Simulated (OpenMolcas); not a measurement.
A run on Ni2+ among 6 point charges of -2 e arranged as a tetragonal octahedron (D4h), 2.15 Å from the ion, with the axial distance 2.300 Å.

```
Program             : OpenMolcas
Method              : SS-CASPT2, IPEA 0.25 Eh, imaginary shift 0.1 Eh (closed shells correlated: 3s 3p)
Basis               : ANO-RCC-VTZP [6s5p3d2f1g]
Scalar Hamiltonian  : DKH2, point nucleus
Active space        : 8 electrons in 5 orbitals (3d)
State averaging     : 2S+1 = 3 even, 10 roots; 2S+1 = 1 even, 15 roots
Spin-orbit coupling : state interaction with AMFI integrals over the reference wave functions
```

First CASPT2 step and the start of its output:

```
&CASPT2
Multistate=10 1 2 3 4 5 6 7 8 9 10
NoMult
Frozen=2 3
IPEA=0.25
Imaginary=0.1
MaxIter=60
WThr=0.0 0.3 0.05
PrWF=0.5
NoMix
```

```
--- CASPT2 ---
Orbital specifications:
      -----------------------

      Symmetry species                           1   2
                                                ag  au
      Frozen orbitals                            2   3
      Inactive orbitals                          1   3
      Active orbitals                            5   0
      Secondary orbitals                        22  23
      Deleted orbitals                           0   0
      Number of basis functions                 30  29
Type of calculation                        SS-CASPT2
      Fock operator                              state-specific
      IPEA shift                                 0.25
      Real shift                                 0.00
      Imaginary shift                            0.10
      The input orbitals will be transformed to quasi-canonical
Reference energy:       -1524.0091231618
      E2 (Non-variational):      -0.7071249179
      Shift correction:          -0.0038494981
      E2 (Variational):          -0.7109744160
      Total energy:           -1524.7200975778
      Residual norm:              0.0000009539
      Reference weight:           0.82713
      Contributions to the CASPT2 correlation energy
      Active & Virtual Only:         -0.3369880412
      One Inactive Excited:          -0.2805104151
      Two Inactive Excited:          -0.0896264617
Reference energy:       -1524.0091231618
      E2 (Non-variational):      -0.7071249206
      Shift correction:          -0.0038494992
      E2 (Variational):          -0.7109744198
      Total energy:           -1524.7200975816
      Residual norm:              0.0000009539
      Reference weight:           0.82713
      Contributions to the CASPT2 correlation energy
      Active & Virtual Only:         -0.3369880434
...
```

Over all roots the printed reference weights run from 0.01 to 0.92, and roots that are degenerate in the reference spread by up to 0.061 cm-1.

Q: Did the run give usable levels, and if not, why?

A: No. The equations converged, but the reference weight falls to 0.01 for at least one root against 0.92 for the best. A drop of that size marks an intruder state, so the energies of such roots and the levels built on them can't be trusted.
